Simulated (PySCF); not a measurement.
In(Me)(OH)2 (CH₅InO₂), SMILES [CH3][In]([OH])[OH].

Geometry optimised at B3LYP-D3(BJ)/def2-SVP. The def2 effective core potentials stand for the cores of In; spin–orbit coupling is left out. The values are those of a single conformer.

Computed with C-PCM-ωB97X/def2-SVP (PySCF).

The values are the electrostatic part of the solvation free energy, E(continuum) − E(gas) at the gas-phase geometry, in a cavity of scaled van der Waals radii (PySCF's table); cavitation and dispersion terms are not included. A continuum can't describe solvent molecules that bind to the metal. In vacuum the orbital gap is 11.40 eV. The dipole moment in vacuum is 2.97 D.

```csv
solvent,ε,ΔG(elec) (kcal/mol),dipole (D),gap (eV)
water,78.36,___,___,___
chlorobenzene,5.70,-9.5,3.55,11.72
benzene,2.27,-6.3,3.34,11.64
```

**Question.** Fill in the missing entries. (The exact figures need the calculation; the answer reports its results.)

**Answer.** 
- water, ΔG(elec) (kcal/mol): -11.6
- water, dipole (D): 3.68
- water, gap (eV): 11.73
